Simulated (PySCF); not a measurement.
Two-component Hartree-Fock for Nd⁴⁹⁺ (neodymium, charge +49)

Start: [Ne] 3s1; 3s1/2 filled at m_j = +1/2. Calculated with PySCF 2.14 in an uncontracted even-tempered set (18 s from 13 bohr⁻², ratio 2.4; 14 p from 16 bohr⁻², ratio 2.4; 4 d from 52 bohr⁻², ratio 2.6; 4 f from 79 bohr⁻², ratio 2.6): generalised Hartree-Fock with the X2C-1e Hamiltonian and a Gaussian nucleus; one run each with spin-orbit coupling (SO) switched off, then screened by Boettger's factors.

| spinor shell | electrons | ε, spin-free (eV) | ε, screened SO (eV) | weight of nominal j (screened SO) | rms radius, screened SO (bohr) |
| --- | --- | --- | --- | --- | --- |
| 1s1/2 | 2 | -47347.5 | -47342.6 | 1.000 | 0.0269 |
| 2s1/2 | 2 | -10524.9 | -10523.7 | 1.000 | 0.107 |
| 2p1/2 | 2 | -9787.4 | -10166.0 | 1.000 | 0.0917 |
| 3s1/2 | 1 | -4303.8 | -4303.6 | 1.000 | 0.255 |

Task: Where does 2p3/2 lie, and what is the 2p spin-orbit splitting (screened SO)?

Result: At -9623.2 eV, 542.84 eV above 2p1/2.

```json
{"quantity": "E (hartree)", "spin-free": "-7143.63136", "screened SO": "-7147.53053"}
{"quantity": "M_J", "spin-free": "1/2", "screened SO": "1/2"}
{"quantity": "⟨J²⟩", "spin-free": "0.750", "screened SO": "0.750"}
{"quantity": "⟨L²⟩", "spin-free": "0.000", "screened SO": "0.013"}
{"quantity": "⟨S²⟩", "spin-free": "0.750", "screened SO": "0.763"}
```

Each row is a mean over spinors that exchange with the open shell spreads, by up to 12.161 eV (2s1/2).

Breit and QED terms are absent; they matter most for the inner s and p1/2 levels.

Densities and radii are taken from the X2C orbitals without a picture-change correction, which distorts them close to the nucleus.

Without spin-orbit coupling the j labels of p, d and f shells carry no meaning; the spin-free column gives the mean over the occupied spinors of each nl shell.
